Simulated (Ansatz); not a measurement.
C2H5FSi2, SMILES `F[SiH2]C1=C[SiH2]1`, relaxed with RKS PBE0-D4/def2-TZVP in the Gaussian-basis code of Ansatz from a PBE-D4/def2-SVP geometry. The force threshold is 0.005 eV/Å; the program also tests the step.

The species carries charge 0 and has multiplicity 1.

Start:

```xyz
10

F     0.263    1.552    2.168
Si   -0.317    0.077    1.746
C    -0.046   -0.159   -0.073
C    -0.194   -1.054   -1.075
Si    0.530    0.498   -1.717
H    -1.783    0.047    2.070
H     0.431   -0.956    2.539
H    -0.575   -2.086   -1.160
H    -0.304    1.485   -2.475
H     1.993    0.598   -2.022
```

| step | energy (eV) | largest force (eV/Å) | largest move (Å) |
| --- | --- | --- | --- |
| 1 | -20618.0545 | 1.141 | 0.000 |
| 2 | -20618.1144 | 0.663 | 0.031 |
| 3 | -20618.1304 | 0.091 | 0.019 |
| 4 | -20618.1309 | 0.030 | 0.006 |
| 5 (rejected) | -20618.1306 | 0.089 | 0.036 |
| 6 | -20618.1313 | 0.011 | 0.017 |
| 7 | -20618.1314 | 0.016 | 0.018 |
| 8 | -20618.1315 | 0.002 | 0.014 |
| 9 | -20618.1316 | 0.015 | 0.027 |
| 10 (rejected) | -20618.1314 | 0.148 | 0.094 |
| 11 | -20618.1319 | 0.054 | 0.046 |
| 12 (rejected) | -20618.1319 | 0.164 | 0.070 |
| 13 | -20618.1322 | 0.072 | 0.034 |
| 14 | -20618.1328 | 0.084 | 0.049 |
| 15 | -20618.1333 | 0.145 | 0.073 |
| 16 | -20618.1338 | 0.140 | 0.022 |
| 17 | -20618.1351 | 0.180 | 0.099 |
| 18 | -20618.1355 | 0.232 | 0.061 |
| 19 | -20618.1360 | 0.193 | 0.009 |
| 20 | -20618.1370 | 0.013 | 0.029 |
| 21 | -20618.1374 | 0.015 | 0.044 |
| 22 (rejected) | -20618.1374 | 0.088 | 0.092 |
| 23 | -20618.1377 | 0.021 | 0.045 |
| 24 | -20618.1378 | 0.039 | 0.046 |
| 25 | -20618.1378 | 0.010 | 0.006 |
| 26 | -20618.1378 | 0.003 | 0.002 |

End:

```xyz
10

F     0.673    1.171    2.312
Si   -0.340    0.084    1.719
C    -0.001   -0.121   -0.072
C     0.025   -1.078   -1.005
Si    0.415    0.521   -1.734
H    -1.718    0.596    1.913
H    -0.132   -1.178    2.472
H    -0.148   -2.148   -1.000
H    -0.583    1.264   -2.536
H     1.808    0.889   -2.069
```

Hardware: 4 threads of an Arm Neoverse N1 on a shared host. Wall time 2.2 min, peak host memory 0.52 GiB.
